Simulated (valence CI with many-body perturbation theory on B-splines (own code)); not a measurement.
## Gd51+: calculated level list

Level of theory: configuration interaction combined with many-body perturbation theory (CI+MBPT): three valence electrons over a frozen Dirac-Fock core [Ne], radial functions for each j: 11 s, 11 p, 10 d, 8 f, 5 g, 2 h, with the one-electron correlation potential Σ1, the two-electron term Σ2, the three-electron term Σ3, Breit, model QED; selected CI, second order for the rest, scaled by the run's own slope (own B-spline code, finite nucleus).

No measured spectrum was set against this ion. As an estimate, large intervals hold to a few tenths of a per cent, small ones and those within an open d or f shell to about a per cent.

Levels 46 to 90 of 157, with energies above the lowest level, (3s^2 3p1/2) J=1/2. "Leading %" is the weight of the configuration and term that name the level; weights of strongly mixed levels are sums over their largest components and can fall short, so below about 35 % the name and the second component can differ from the true leading terms, or belong to a minority configuration. In the jj column 3d3/2^4 stands for four electrons in 3d with j = 3/2. Lifetimes count E1, E2, E3, M1 and M2 decay at the calculated energies, and are blank where another channel may lead or the interval is too uncertain; long ones can be off by a factor of two.

```tsv
No.	Configuration	Term	J	E (× 10³ cm⁻¹)	Leading %	Leading jj	Lifetime
46	3p²3d	²D	3/2	6662.7	38	3p1/2 3p3/2 3d3/2 (86 %)	827 fs
47	3p²3d	²D	5/2	6670.6	28	3p1/2 3p3/2 3d3/2 (81 %)	920 fs
48	3p²3d	⁴P	1/2	6695.8	34	3p1/2 3p3/2 3d3/2 (88 %)	964 fs
49	3p²3d	⁴D	7/2	6785.8	46	3p1/2 3p3/2 3d5/2 (98 %)	1.94 ps
50	3p³	²P°	3/2	6797.4	50	3p3/2^3 (94 %)	537 fs
51	3p²3d	²G	9/2	6844.2	58	3p1/2 3p3/2 3d5/2 (93 %)	3.27 ps
52	3p²3d	²P	3/2	6864.6	47	3p1/2 3p3/2 3d5/2 (89 %)	1.71 ps
53	3s3d²	⁴F	3/2	6885.8	78	3s 3d3/2^2 (84 %)	760 fs
54	3p²3d	²D	5/2	6887.9	35	3p1/2 3p3/2 3d5/2 (85 %)	2.09 ps
55	3s3d²	⁴F	5/2	6969.2	57	3s 3d3/2^2 (70 %)	658 fs
56	3p²3d	²F	7/2	6978.7	49	3p1/2 3p3/2 3d5/2 (80 %)	2.19 ps
57	3p²3d	²F	5/2	7005.7	32	3p1/2 3p3/2 3d5/2 (85 %)	1.29 ps
58	3p²3d	²P	1/2	7065.8	47	3p1/2 3p3/2 3d5/2 (77 %)	2.03 ps
59	3p²3d	²D	3/2	7089.0	61	3p1/2 3p3/2 3d5/2 (90 %)	1.35 ps
60	3s3d²	⁴P	1/2	7097.4	60	3s 3d3/2^2 (74 %)	624 fs
61	3s3d²	⁴F	7/2	7206.3	90	3s 3d3/2 3d5/2 (86 %)	1.11 ps
62	3s3d²	⁴F	5/2	7247.8	32	3s 3d3/2 3d5/2 (89 %)	1.07 ps
63	3s3d²	⁴P	3/2	7280.1	86	3s 3d3/2 3d5/2 (98 %)	1.16 ps
64	3s3d²	⁴F	9/2	7310.4	53	3s 3d3/2 3d5/2 (82 %)	1.27 ps
65	3s3d²	²G	7/2	7378.0	72	3s 3d3/2 3d5/2 (93 %)	1.43 ps
66	3s3d²	²F	5/2	7378.4	51	3s 3d3/2 3d5/2 (80 %)	894 fs
67	3s3d²	²D	3/2	7396.3	44	3s 3d3/2 3d5/2 (77 %)	959 fs
68	3s3d²	²P	1/2	7467.4	58	3s 3d3/2 3d5/2 (72 %)	758 fs
69	3s3d²	²G	9/2	7571.6	51	3s 3d5/2^2 (86 %)	2.57 ps
70	3s3d²	²D	5/2	7659.9	52	3s 3d5/2^2 (93 %)	2.16 ps
71	3s3d²	²F	7/2	7700.6	58	3s 3d5/2^2 (82 %)	2.52 ps
72	3s3d²	²P	3/2	7753.3	56	3s 3d5/2^2 (82 %)	1.91 ps
73	3p3d²	⁴G°	5/2	7825.0	56	3p1/2 3d3/2^2 (99 %)	4.72 ps
74	3s3d²	²S	1/2	7873.6	68	3s 3d5/2^2 (87 %)	1.92 ps
75	3p²3d	²D	3/2	8075.4	39	3p3/2^2 3d3/2 (96 %)	555 fs
76	3p3d²	⁴F°	3/2	8100.4	42	3p1/2 3d3/2^2 (95 %)	793 fs
77	3p3d²	⁴D°	1/2	8102.0	44	3p1/2 3d3/2^2 (97 %)	1.40 ps
78	3p²3d	²D	5/2	8123.8	26	3p3/2^2 3d3/2 (88 %)	574 fs
79	3p²3d	²P	1/2	8156.5	42	3p3/2^2 3d3/2 (89 %)	530 fs
80	3p²3d	²F	7/2	8169.7	52	3p3/2^2 3d3/2 (94 %)	599 fs
81	3p3d²	⁴G°	7/2	8213.7	61	3p1/2 3d3/2 3d5/2 (98 %)	6.33 ps
82	3p3d²	²D°	5/2	8244.0	26	3p1/2 3d3/2 3d5/2 (99 %)	4.44 ps
83	3p²3d	²D	3/2	8285.2	66	3p3/2^2 3d3/2 (93 %)	585 fs
84	3p3d²	⁴D°	3/2	8293.9	43	3p1/2 3d3/2 3d5/2 (97 %)	3.92 ps
85	3p3d²	⁴P°	1/2	8309.4	48	3p1/2 3d3/2 3d5/2 (100 %)	4.17 ps
86	3p²3d	⁴F	9/2	8323.9	58	3p3/2^2 3d5/2 (98 %)	955 fs
87	3p3d²	²H°	9/2	8325.0	47	3p1/2 3d3/2 3d5/2 (97 %)	5.97 ps
88	3p²3d	²F	7/2	8342.1	50	3p3/2^2 3d5/2 (94 %)	844 fs
89	3p²3d	²P	1/2	8440.6	46	3p3/2^2 3d5/2 (90 %)	717 fs
90	3p3d²	⁴D°	5/2	8464.7	29	3p1/2 3d3/2 3d5/2 (98 %)	1.05 ps
```
